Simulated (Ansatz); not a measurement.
A made-up structure of ZnBH$_{3}$O, singlet:

```
atom    x (Å)    y (Å)    z (Å)
  B1   0.4943   0.3675  -1.0353
 Zn2  -0.1615  -0.0078   0.4347
  O3  -0.7123  -0.2152   1.7661
  H4   0.5193  -0.5216  -1.8846
  H5   0.8787   1.4922  -1.1017
  H6  -1.0184  -1.1150   1.8208
```

It is relaxed with PBE-D4/def2-SVP and then PBE0-D4/def2-TZVP (Ansatz 0.2.0). Atoms count as bonded within 1.22 times the sum of their covalent radii (H–H: 0.88 Å). The end point is not checked to be a true minimum.

Question: Does its bonding change? (A judgement: the text doesn't fix the answer.)

Answer: The calculation gives: No: no bond forms or breaks.

Where it ends: The first stage lowers the energy by 3.86 eV in 9 steps. It ends as ZnBH₃O ([BH2][Zn][OH]):
B1  (0.611, 0.460, -1.276)
Zn2  (-0.204, -0.050, 0.519)
O3  (-0.896, -0.385, 2.129)
H4  (0.688, -0.319, -2.182)
H5  (1.043, 1.556, -1.488)
H6  (-1.241, -1.262, 2.298)
(Å)

Labels in which every atom is bracketed show which atoms are joined, not bond orders.

For scale, one of the runs: PBE0-D4/def2-TZVP relaxation, 128 basis functions, launched by `ansatz run in.yaml --threads 2 --pin off --events-out ev --progress --plain --max-ram 4352MiB`. The run took about 17 s on 2 CPU threads of an Intel Xeon Platinum 8259CL (shared host).
